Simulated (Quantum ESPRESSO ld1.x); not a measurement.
Question: The mean radii <r> (bohr) of the occupied orbitals of an atom or ion are listed with their occupations. Method: scalar-relativistic Kohn-Sham, BLYP, spin-unpolarised, spherical densities, point nucleus; computed with ld1.x of Quantum ESPRESSO 7.5.

| orbital | occ. | <r> |
|---|---|---|
| 1s | 2 | 0.09687 |
| 2s | 2 | 0.4795 |
| 2p | 6 | 0.4427 |
| 3s | 2 | 1.691 |
| 3p | 4 | 2.079 |

Name the element and its charge.

Answer: Z = 16, sulfur, charge 0: S in [Ne] 3s2 3p4. The 1s radius gives Z: for a bare nucleus <r> = (2 gamma + 1)/(2Z) with gamma = sqrt(1 - (Z/c)^2), 0.09332 bohr for Z = 16, and screening makes it slightly larger (0.09687 here). The occupations add up to 16, and the charge is Z minus that.
